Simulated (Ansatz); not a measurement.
Total energies of ClF$_{2}$Sn (`[F][Sn]([F])[Cl]`) radical.

Z-matrix (Å, degrees):
```
Sn
F 1 1.912
Cl 1 2.322 2 107.8
F 1 1.912 2 103.5 3 -114.0
```

Total charge 0; spin multiplicity 2. Correlated methods include outer-core shells of Sn, which these sets cover unevenly. Sn: def2 effective core potential. Geometry: relaxed with PBE0-D4/def2-TZVP. Basis def2-TZVPP, Ansatz 0.2.0.

RPA on PBE orbitals: Hartree–Fock energy of these orbitals -871.85065 Eh, correlation -1.46458 Eh (frozen core).

| functional | energy without D4 (Eh) | D4 term (kJ/mol) |
| --- | --- | --- |
| PBE | -874.00957 | -9.4 |
| revPBE | -874.27724 | -22.6 |
| BLYP | -874.32364 | -20.0 |
| r2SCAN | -874.35547 | -2.0 |
| B97M-V | -874.19061 | – |
| PBE0 | -874.04425 | -7.9 |
| B3LYP | -874.46733 | -15.5 |
| r2SCANh | -874.32851 | -2.2 |
| r2SCAN0 | -874.28979 | -2.5 |
| HSE06 (plane-wave form) | -874.02751 | -7.6 |
| BHLYP | -874.23536 | -14.2 |
| LC-ωPBE | -874.17771 | – |
| B2PLYP | -873.94032 | – |
| PBE-QIDH | -873.73742 | – |

Q: Give the same for LDA (SPW92), CAM-B3LYP, ωB97X-V, ωB97M-V. (Estimate.)

A: Computed: 
```csv
functional,energy without D4 (Eh),D4 term (kJ/mol)
LDA (SPW92),-871.29648,–
CAM-B3LYP,-874.33570,-8.3
ωB97X-V,-874.22129,–
ωB97M-V,-874.26561,–
```

B3LYP takes the VWN-RPA correlation (the form of Gaussian; ORCA's B3LYP/G). HSE06 is the plane-wave form, built on full-range PBE exchange. The double hybrids freeze the cores in their second-order part.

LC-ωPBE has ω = 0.4 bohr⁻¹.
